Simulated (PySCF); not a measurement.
Gas-phase XPS of `CCC[SeH]`, computed

C3H8Se.
Structure used (PBE0-D3(BJ)/def2-SVP), in Å, numbered top down from 1:
```xyz
12
C3H8Se angstrom
C     -1.5197   -0.1767    0.3250
C     -0.0572   -0.5885    0.2373
C      0.8139    0.4969   -0.3704
Se     2.6960    0.0099   -0.5788
H     -1.6477    0.7273    0.9419
H     -1.9355    0.0420   -0.6716
H     -2.1322   -0.9737    0.7729
H      0.0470   -1.5098   -0.3589
H      0.3223   -0.8369    1.2434
H      0.7579    1.4320    0.2071
H      0.4875    0.7353   -1.3955
H      2.9450   -0.1481    0.8629
```

Level of theory: delta-SCF UKS SCAN, pcX-2 on the ionised atom, pcseg-1 elsewhere, spin-free X2C in PySCF 2.14.0. Vertical ΔSCF values, vacuum level as zero.

Problem. What binding energy does each computed site have?

Solution. 
```tsv
atom(s)	bonded to	level	binding energy (eV)	above the level's lowest (eV)	count
C1	C and 3 H	C 1s	290.72	0.00	1
C2	2 C and 2 H	C 1s	290.77	+0.05	1
C3	C, Se and 2 H	C 1s	291.07	+0.35	1
```

Lowest listed C 1s: C1, bonded to C and 3 H. Highest, 0.35 eV above it: C3, bonded to C, Se and 2 H. Summing the Pauling electronegativity differences to the bonded atoms, each weighted by its formal bond order, gives -1.05 for the lowest site and -0.70 for the highest; no listed site has a larger sum than the highest. The values 290.72 and 290.77 eV lie too close for their order to be trusted.

Problem. What is the longest wavelength that can ionise C 1s of C3 vertically?

Solution. λ = hc/E = 12398.42 eV Å / 291.07 eV = 42.596 Å.

Problem. What is the C 1s shift of C3 against C2?

Solution. 291.07 − 290.77 = +0.30 eV, or +29 kJ/mol.

No level of selenium is listed. Isolated species at its PBE0-D3(BJ)/def2-SVP geometry (one conformer only).
